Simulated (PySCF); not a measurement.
silole (C₄H₆Si), SMILES C1=C[SiH2]C=C1.

Coordinates come from a PBE-D3(BJ)/def2-SVP optimisation.

Method: PBE0/def2-TZVP (PySCF).

Symmetry labels are those of the subgroup C2v that the program uses (full group C2v).

Computed valence orbital energies around the gap with their symmetry:
| orbital | symmetry | energy (eV) |
|---|---|---|
| HOMO−7 | A1 | -13.54 |
| HOMO−6 | B2 | -11.47 |
| HOMO−5 | A1 | -10.80 |
| HOMO−4 | B1 | -10.31 |
| HOMO−3 | A1 | -8.99 |
| HOMO−2 | B1 | -8.89 |
| HOMO−1 | B2 | -8.87 |
| HOMO | A2 | -6.77 |
| LUMO | B1 | -1.65 |
| LUMO+1 | B2 | 0.80 |
| LUMO+2 | A1 | 1.42 |
| LUMO+3 | A2 | 1.44 |
